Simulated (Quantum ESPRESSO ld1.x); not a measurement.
Task: All-electron atom: Zn6+ in [Ar] 3d6 (the NIST ground configuration). Method: scalar-relativistic Kohn-Sham, PBEsol, spin-unpolarised, spherical densities, point nucleus; computed with ld1.x of Quantum ESPRESSO 7.5. Some entries of the table are withheld. Estimate them.

orbital  occ.  eigenvalue (eV)  r(max) (bohr)
1s          2              (1)            (2)
2s          2         -1286.21         0.1894
2p          6              (3)         0.1522
3s          2              (4)            (5)
3p          6         -201.668         0.5803
3d          6              (6)         0.5287

Result: 
(1) 1s eigenvalue (eV): -9643.78
(2) 1s r(max) (bohr): 0.03293
(3) 2p eigenvalue (eV): -1132.24
(4) 3s eigenvalue (eV): -248.354
(5) 3s r(max) (bohr): 0.5805
(6) 3d eigenvalue (eV): -125.589
